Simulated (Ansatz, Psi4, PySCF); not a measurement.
C4H8O, charge -1, doublet, at a GFN2-xTB geometry (a state made from the parent by changing its charge; the spin is typed, not shown lowest). Base run: MP2/def2-SVP (PySCF).

The PySCF input:
```python
from pyscf import gto, scf, mp

mol = gto.M(
    atom='''
C     1.789616    0.607370   -0.177484
C     0.836877   -0.343228    0.593321
C    -0.585416   -0.385536    0.073627
C    -1.395020    0.866739    0.369640
O    -0.897984   -1.150200   -0.946666
H     2.815315    0.560840    0.206518
H     1.439813    1.635704   -0.095729
H     1.796552    0.329602   -1.229111
H     1.259942   -1.352352    0.532575
H     0.844227   -0.032887    1.651484
H    -1.075464    1.763920   -0.201119
H    -1.329792    1.132601    1.433959
H    -2.443059    0.692106    0.120124
''',
    basis='def2-svp',
    charge=-1,
    spin=1,
    verbose=4,
)

mf = scf.UHF(mol)
mf.kernel()

pt = mp.MP2(mf)
pt.kernel()
print('E(MP2) = %.10f' % pt.e_tot)
```

The same geometry, method and basis name were run in Ansatz (a program for electronic structure) and Psi4 and PySCF, at each program's defaults and at the settings that a row names. The base is PySCF at its defaults. Differences at the defaults can come from grids, fitting, cores and function types together.

| code and settings | ΔE vs base (mEh) | basis functions | E (Eh) | SCF cycles |
|---|---|---|---|---|
| PySCF, defaults (exact integrals, spherical functions, all electrons correlated) | 0.000 | 110 | -231.50060 | 15 |
| Psi4, defaults (density fitting with its default set, spherical functions, all electrons correlated) | 0.504 | 110 | -231.50010 | 16 |
| Ansatz, defaults (factorised integrals, spherical functions, frozen core) | 14.510 | 110 | -231.48609 | - |
| PySCF, frozen core | 14.503 | 110 | -231.48610 | 15 |
| Psi4, exact integrals, spherical functions, frozen core | 14.503 | 110 | -231.48610 | 16 |
| Ansatz, high accuracy, frozen core | 14.503 | 110 | -231.48610 | - |

Open shells are given as the SCF converged; they aren't shown to be the lowest states, and a large step between rows can be another state.
